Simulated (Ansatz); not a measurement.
GeSb₂, relaxed as a singlet with RKS PBE-D4/def2-TZVP in Ansatz, starting from the GFN2-xTB geometry. Force threshold 0.02 eV/Å.

In the def2 sets Sb takes a core potential; there is no spin–orbit coupling. The structure comes from a short search, and lower isomers may exist.

Start:

```xyz
3

Sb    1.481   -0.989   -0.618
Sb   -1.021    0.429    1.536
Ge   -0.460    0.560   -0.918
```

Problem. Estimate the energy that the relaxation releases and the steps that it takes.

Solution. 182.5 kJ/mol, in 7 steps; 13 s on 2 threads of Arm Neoverse V2 on a shared host. No frequencies were taken in this run, so the end may be a saddle point.

Problem. Does the start keep its bonding and symmetry?

Solution. Bonds formed: Sb1–Sb2 (atoms count from 1). The end is the same structure that another start reached, the lowest one found. Point group C2v at the start, C2v at the end, both within 0.05 Å.

Problem. Predict the relaxed structure.

Solution. 
```xyz
3

Sb    1.2391   -0.8972   -0.2114
Sb   -0.6372    0.1681    1.3967
Ge   -0.6019    0.7290   -1.1853
```
Bond lengths: 2 × Ge–Sb 2.64 Å; 1 × Sb–Sb 2.69 Å.
